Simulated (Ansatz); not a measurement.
The cluster Mg₃S₄⁻. The state is a doublet with charge -1. Geometry B3LYP-D4/def2-SVPD; atoms count from 1.

```csv
atom,x (Å),y (Å),z (Å)
Mg1,-0.267,1.845,-2.020
Mg2,1.448,0.121,1.758
Mg3,-0.576,-0.461,-0.327
S4,1.088,1.646,-0.096
S5,-1.743,0.082,-2.326
S6,-0.746,-1.072,2.101
S7,0.794,-2.161,0.909
```

The structure comes from a short search, and lower isomers may exist.

Question: Estimate the Mulliken populations from the PBE0/def2-TZVPD orbitals of Ansatz.

Answer: 
```tsv
atom	charge (e)	spin (α − β)
Mg1	0.40	0.29
Mg2	0.65	0.61
Mg3	1.06	0.13
S4	-0.92	0.00
S5	-0.94	0.00
S6	-0.63	-0.01
S7	-0.63	-0.01
```
Mulliken values depend strongly on the basis. With diffuse functions, as here, like atoms can get unlike values, and bond orders can come out too low or too high.

Question: Where does the spin sit?

Answer: Summed by element: Mg 1.03, S -0.03, of 1 unpaired in all. Largest on single atoms: Mg2 0.61, Mg1 0.29, Mg3 0.13.

Question: And the Mayer bond orders between heavy atoms (over 0.3)?

Answer: Mg1–S4 0.74 (2.36 Å); Mg1–S5 0.94 (2.32 Å); Mg2–S4 0.59 (2.43 Å); Mg3–S5 0.49 (2.38 Å); S6–S7 0.84 (2.23 Å).
